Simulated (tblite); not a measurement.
Compound: C4H5ClN2Si.
SMILES with atom numbers: `[H]/[N:6]=[CH:5]\[C:4](=[CH:3]\[C:2]#[N:1])[SiH2:7][Cl:8]` (hydrogens: H9 on C3; H10 on C5; H11 on N6; H12, H13 on Si7)

Structure optimised with GFN2-xTB, isolated species.

Problem. List the bond lengths, angles and torsions at this level.

Solution. 
```
            bond  length (Å)   order
           N1≡C2       1.148  triple
           C2–C3       1.405  single
           C3=C4       1.344  double
           C4–C5       1.470  single
           C5=N6       1.256  double
          C4–Si7       1.904  single
         Si7–Cl8       2.011  single
           C3–H9       1.087  single
          C5–H10       1.087  single
          N6–H11       1.020  single
Si7–H12, Si7–H13       1.458  single
```

Bonds in one row agree within 0.01 Å and their mean is given. Orders are formal, as drawn. A selection of angles:
```
     angle  degrees
  N1–C2–C3    179.0
  C2–C3–C4    123.5
  C3–C4–C5    119.0
 C3–C4–Si7    123.1
 C5–C4–Si7    117.9
  C4–C5–N6    127.8
C4–Si7–Cl8    106.9
 H11–N6–C5    115.2
```

Torsions: C2–C3–C4–C5 179° (antiperiplanar); C3–C4–C5–N6 -39° (synclinal); C3–C4–Si7–Cl8 -86° (synclinal); H11–N6–C5–C4 0° (synperiplanar). The mirror-image conformer, all signs reversed, is as good.

Si7 (chlorine-bound silicon) is tetrahedral (angles from 106.9° to 112.3°). N6 (imine nitrogen) is bent (angle 115.2°). The 3 C–C bonds span 1.344 Å (C3=C4, drawn double) to 1.470 Å (C4–C5, drawn single), a spread of 0.126 Å. The C–N distances run from 1.148 Å (N1≡C2, drawn triple) to 1.256 Å (C5=N6, drawn double), a spread of 0.108 Å. Of the pairs four or more bonds apart, C3···H11 is among the closest relative to their van der Waals radii: 2.72 Å, 94 % of the sum of Bondi's values.

Point group: C1 (no symmetry element, even within 0.4 Å). Its lowest GFN2-xTB frequency is 3 cm⁻¹, too small to tell a flat minimum from a shallow saddle. One conformer, not necessarily the lowest. 2 starts were optimised and ended at 0.00 and 0.60 kcal/mol (GFN2-xTB); the lowest of these is shown.

All values are computed, not measured.
